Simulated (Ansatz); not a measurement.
C2HCl2Si (`C#C[Si](Cl)Cl`) radical, one more setting.

```yaml
crystal:
  periodic: [false, false, false]
  atoms:
    - {symbol: C, position_ang: [1.324474, 0.483502, 1.111461]}
    - {symbol: C, position_ang: [0.521516, 0.095405, 0.297223]}
    - {symbol: Si, position_ang: [-0.504370, -0.583750, -1.021818]}
    - {symbol: Cl, position_ang: [-1.914037, -1.830641, -0.226120]}
    - {symbol: Cl, position_ang: [-1.405986, 0.936977, -2.046264]}
    - {symbol: H, position_ang: [2.020403, 0.834506, 1.839419]}
basis:
  gaussian: {orbitals: cc-pVTZ-DK}
magnetization: {spin_polarized: false, initial_magnetization: 1}
hamiltonian: {xc: {name: PBE}}
accuracy: high
```

```sh
$ ansatz run in.yaml --threads 4 --pin off --events-out ev --progress --plain --max-ram 10444MiB
```

It prints (some lines left out):

```
Functional definition: PBE
2811 factors; integrals over basis functions are off by at most 7.7e-9 eV
mean field evaluation 1: about -35081.4260 eV, gradient 6.2e1 eV
mean field evaluation 2: about -35081.4201 eV, gradient 6.2e1 eV
mean field evaluation 4: about -35089.6185 eV, gradient 3.1e1 eV
mean field evaluation 8: about -35092.9574 eV, gradient 5.6e-1 eV
mean field evaluation 16: about -35092.9580 eV, gradient 1.2e-3 eV
mean field -35092.95801008 eV, -1289.6424200093 hartree, gradient 5.3e-8 eV, S^2 0.750000; 0 other end points of the search recorded, 0 dependent functions left out
reference -35092.95801328 eV, -1289.6424201267 hartree; 31, 30 occupied and 145, 146 virtual orbitals, 2811 factors
Total energy: -35092.95801328 eV, -1289.6424201267 hartree
Relativity: scalar
```

It took 7.5 s on 4 threads of an Arm Neoverse V2 on a shared host, with 0.74 GiB of host memory at the peak.
